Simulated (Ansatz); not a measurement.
The cluster GeSe2. The state is a singlet with charge 0. Geometry r2SCAN-D4/def2-TZVP; atoms count from 1.

Cartesian coordinates in Å:
```
Ge 0.008 -1.227 -0.540
Se 1.200 0.550 0.435
Se -1.208 0.678 0.106
```

The structure comes from a short search, and lower isomers may exist.

Estimate the Mulliken populations from the PBE0/def2-TZVP orbitals of Ansatz.


```json
{"atom": "Ge1", "charge (e)": "0.41"}
{"atom": "Se2", "charge (e)": "-0.21"}
{"atom": "Se3", "charge (e)": "-0.21"}
```
Mulliken values depend strongly on the basis.

And the Mayer bond orders between heavy atoms (over 0.3)?

Ge1–Se2 1.14 (2.35 Å); Ge1–Se3 1.14 (2.35 Å); Se2–Se3 1.08 (2.43 Å).
